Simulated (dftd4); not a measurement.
C4H6, charge +1, doublet, geometry from GFN2-xTB (a state made from the parent by changing its charge; the spin is typed, not shown lowest); D4 for bp86 run with dftd4 4.2.0.

dftd4 was given this input:
```
$ dftd4 mol.xyz --func bp86 --charge 1 --json dftd4.json --noedisp

# file mol.xyz
10

C      1.71665213     0.23385619    -0.65421520
C      0.68274168    -0.14002771     0.14349386
C     -0.68274168     0.14002771    -0.14349386
C     -1.71665213    -0.23385619     0.65421520
H      1.60973557     0.96661348    -1.44374069
H      2.70290166    -0.19391727    -0.52929052
H      0.88858126    -0.68913391     1.05875241
H     -0.88858126     0.68913391    -1.05875241
H     -2.70290166     0.19391727     0.52929052
H     -1.60973557    -0.96661348     1.44374069
```

Problem. What does dftd4 print? Leave out banner, timings and long lists.

Solution. 
```
                    ____  _____ _____     ____  _  _
      -------------|  _ \|  ___|_   _|---|  _ \| || |------------
     |             | | | | |_    | | ___ | | | | || |_           |
     |             | |_| |  _|   | ||___|| |_| |__   _|          |
     |             |____/|_|     |_|     |____/   |_|            |
     |             ===================================           |
     |            E. Caldeweyher, S. Ehlert & S. Grimme          |
     |          Mulliken Center for Theoretical Chemistry        |
     |                    University of Bonn                     |
      -----------------------------------------------------------

Rational (Becke-Johnson) damping: bp86-D4-ATM
---------------------
  s6         1.0000
  s8         3.3550
  s9         1.0000
  a1         0.4365
  a2         4.9241
 alp        16.0000
--------------------

Dispersion energy:      -6.1537350513594E-03 Eh

[Info] JSON dump of results written to 'dftd4.json'
```
